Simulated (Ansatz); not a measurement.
`[Se]=C1C[SiH2]C1`, relaxed with RKS PBE-D4/def2-SVP in Ansatz from a rough embedded geometry. The force threshold is 0.03 eV/Å; the program also tests the step.

Total charge 0; spin multiplicity 1.

Start:

```xyz
11

Se   -1.962    0.879   -2.927
C    -0.610    0.299   -0.947
C     0.129   -0.917   -0.473
Si    0.688   -0.373    1.134
C    -0.205    1.027    0.333
H    -0.600   -1.790   -0.343
H     0.923   -1.237   -1.158
H     0.013   -0.924    2.282
H     2.218   -0.131    1.101
H    -1.069    1.291    0.915
H     0.474    1.877    0.083
```

(1) By how much does the energy fall, and how many steps does the optimiser take? (Estimate.)

(2) Which bonds change most? (Estimate.)

(3) Give the relaxed structure. (Estimate.)

## Answers

(1) Ansatz gave: 97.75 kcal/mol, in 18 steps, 1 of them rejected.

(2) Computed: Se1–C2 from 2.467 to 1.785 Å; C3–Si4 from 1.787 to 1.926 Å; Si4–C5 from 1.844 to 1.926 Å; Si4–H8 from 1.440 to 1.498 Å.

(3) The calculation gave: 
```xyz
11

Se   -2.396    0.202   -1.384
C    -0.718    0.208   -0.776
C     0.228   -0.969   -0.729
Si    0.515   -0.359    1.075
C    -0.102    1.221    0.161
H    -0.179   -1.948   -1.033
H     1.174   -0.756   -1.277
H    -0.473   -0.911    2.056
H     1.917   -0.373    1.620
H    -0.772    1.995    0.570
H     0.806    1.689   -0.283
```
